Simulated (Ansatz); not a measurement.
Relaxation of the cluster Zn2Br3 with UKS PBE-D4/def2-SVP.

```sh
$ ansatz run in.yaml --threads 4 --pin off --events-out ev --progress --plain --max-ram 4787MiB
```

```yaml
crystal:
  periodic: [false, false, false]
  atoms:
    - {symbol: Zn, position_ang: [1.372370, -0.947410, -0.021490]}
    - {symbol: Zn, position_ang: [-0.731840, 0.506000, 0.010130]}
    - {symbol: Br, position_ang: [-1.422720, -1.819010, -0.072490]}
    - {symbol: Br, position_ang: [0.499540, 1.122250, -1.968930]}
    - {symbol: Br, position_ang: [0.282660, 1.138170, 2.052770]}
basis:
  gaussian: {orbitals: def2-SVP}
magnetization: {spin_polarized: true, initial_magnetization: 1}
hamiltonian: {xc: pbe, dispersion: d4}
scf: {lower_state_search: "off"}
output: {orbitals: {seedname: orbitals}}
relax: {f_tol: 0.02, max_steps: 100}
```

Hardware: 4 threads of Arm Neoverse V1 on a shared host. Wall time 22 s.

Positions (Å) and forces (eV/Å) at steps 1, 2, 3, 4, 7 of 7:

```xyz
5
step=1 energy=-306896.9861 eV
Zn    1.372   -0.947   -0.021   -0.221    0.089   -0.063
Zn   -0.732    0.506    0.010   -0.097    0.013   -0.049
Br   -1.423   -1.819   -0.072    0.403    0.404    0.003
Br    0.500    1.122   -1.969   -0.067   -0.302    0.431
Br    0.283    1.138    2.053   -0.018   -0.204   -0.323
5
step=2 energy=-306897.0772 eV
Zn    1.299   -0.900   -0.032    0.136   -0.073    0.005
Zn   -0.802    0.554    0.012   -0.202    0.171    0.053
Br   -1.322   -1.769   -0.083   -0.011   -0.079    0.004
Br    0.515    1.034   -1.901    0.056    0.005   -0.043
Br    0.310    1.081    2.005    0.022   -0.024   -0.020
5
step=3 energy=-306897.0835 eV
Zn    1.307   -0.899   -0.029    0.061   -0.027    0.008
Zn   -0.827    0.567    0.009   -0.111    0.056   -0.003
Br   -1.318   -1.769   -0.077   -0.007   -0.027   -0.003
Br    0.522    1.033   -1.892    0.026    0.001   -0.027
Br    0.316    1.069    1.989    0.031   -0.003    0.024
5
step=4 energy=-306897.0765 eV rejected
Zn    1.297   -0.852    0.003    0.109   -0.067    0.017
Zn   -0.887    0.587    0.002    0.158   -0.123   -0.040
Br   -1.314   -1.780   -0.085   -0.031    0.168    0.016
Br    0.542    1.013   -1.892   -0.136    0.023    0.121
Br    0.362    1.031    1.972   -0.101   -0.001   -0.112
5
step=7 energy=-306897.0873 eV
Zn    1.331   -0.855    0.041   -0.001    0.002    0.001
Zn   -0.867    0.557   -0.027    0.001   -0.002   -0.001
Br   -1.348   -1.769   -0.071    0.002    0.005    0.000
Br    0.520    1.050   -1.892   -0.002   -0.002    0.004
Br    0.365    1.017    1.949    0.000   -0.003   -0.005
```

The structure comes from a short search, and lower isomers may exist.
